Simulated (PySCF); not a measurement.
Harmonic spectrum computed at PBE0 in the def2-TZVP basis family (core potentials from Rb on, PySCF, no spin–orbit coupling):

```tsv
ω (cm⁻¹)	IR (km/mol, summed over degenerate members)	degeneracy
614	182	2
654	0.0	1
692	79.3	1
804	0.0	1
2133	149	1
2134	243	2
2169	0.0	1
```

Which molecule gave it? In each, all ligands are bound to the one heavy central atom.
A. TaH₄ (doublet)
B. CeH₄ (singlet)
C. OsH₄ (singlet)
D. ReH₄ (doublet)
E. HfH₄ (singlet)

D. It has D2d symmetry with Re–H 1.641 Å (×4).
